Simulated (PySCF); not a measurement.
## Relaxation of quartet TcS(OH)2

All numbers come from UPBE0/[Tc def2-SVP with ECP28, S def2-SVP, O def2-SVP, H def2-SVP], scalar-relativistic core potentials, density fitting, no spin–orbit coupling, PySCF. A (50,194) grid was used.

A hand-made T-shaped (ligand arrangement 2) (heavy-atom frame) start, of C2 symmetry, held to at least that symmetry:

Coordinates in bohr (charge 0 multiplicity 4):
```
Tc    0.0000    0.0000   -0.8106
S     0.0000    0.0000    3.2334
O     3.6071    0.0000   -0.6846
O    -3.6071    0.0000   -0.6846
H     4.7725   -1.3897   -0.6440
H    -4.7725    1.3897   -0.6440
```

Optimiser trace:
```csv
step,E − E(last) (kJ/mol),largest gradient (Eh/bohr)
0,160.12,0.05923
1,96.43,0.05140
2,41.04,0.03346
3,21.76,0.03810
4,8.61,0.02967
5,2.31,0.00758
6,0.95,0.00217
7,0.62,0.00218
8,0.36,0.00425
9,0.25,0.00174
10,0.14,0.00065
11,0.04,0.00055
12,0.01,0.00028
13,0.00,0.00029
```

It ends at C2 with O–H 0.967 Å (×2), Tc–O 1.864 Å (×2), Tc–S 2.102 Å; H–O–Tc 121.7° (×2), O–Tc–O 127.6°, O–Tc–S 116.2° (×2) (after a last refinement on a finer grid). A frequency run shows a minimum. Other isomers or separated fragments may lie lower.

Final geometry:
Z-matrix (Å, degrees; charge 0 multiplicity 4):
```
Tc
S  1 2.1016
O  1 1.8639 2 116.19
O  1 1.8639 2 116.19 3 180.00
H  3 0.9671 1 121.73 2 71.76
H  4 0.9671 1 121.73 2 71.76
```

Other spin states or occupations of the open shell can lie lower.
